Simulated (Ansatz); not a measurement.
Dimethylzinc, C₂H₆Zn. Charge 0, multiplicity 1. The geometry is a stationary point of PBE0-D4/def2-TZVP.

```xyz
9

C    -1.351   -1.366   -0.283
Zn    0.000    0.000    0.000
C     1.351    1.367    0.283
H    -1.185   -2.227    0.371
H    -1.339   -1.726   -1.315
H    -2.353   -0.979   -0.076
H     2.069    1.059    1.048
H     1.909    1.566   -0.636
H     0.899    2.307    0.609
```

What is the dipole moment at ωB97M-V/def2-TZVPP? (An estimate is asked.)

Ansatz gave: 0.00 D, zero by symmetry or nearly so.

Give the Mulliken charges with ωB97M-V, B3LYP, r2SCAN in def2-TZVPP. (Estimate.)

Computed: 
```json
{"atom": "C1", "ωB97M-V": "-0.54", "B3LYP": "-0.46", "r2SCAN": "-0.38"}
{"atom": "Zn2", "ωB97M-V": "0.40", "B3LYP": "0.36", "r2SCAN": "0.35"}
{"atom": "C3", "ωB97M-V": "-0.54", "B3LYP": "-0.46", "r2SCAN": "-0.38"}
{"atom": "H4", "ωB97M-V": "0.11", "B3LYP": "0.09", "r2SCAN": "0.07"}
{"atom": "H5", "ωB97M-V": "0.11", "B3LYP": "0.09", "r2SCAN": "0.07"}
{"atom": "H6", "ωB97M-V": "0.11", "B3LYP": "0.09", "r2SCAN": "0.07"}
{"atom": "H7", "ωB97M-V": "0.11", "B3LYP": "0.09", "r2SCAN": "0.07"}
{"atom": "H8", "ωB97M-V": "0.11", "B3LYP": "0.09", "r2SCAN": "0.07"}
{"atom": "H9", "ωB97M-V": "0.11", "B3LYP": "0.09", "r2SCAN": "0.07"}
```

B3LYP here is the variant with VWN-RPA as its local correlation; programs differ in this.
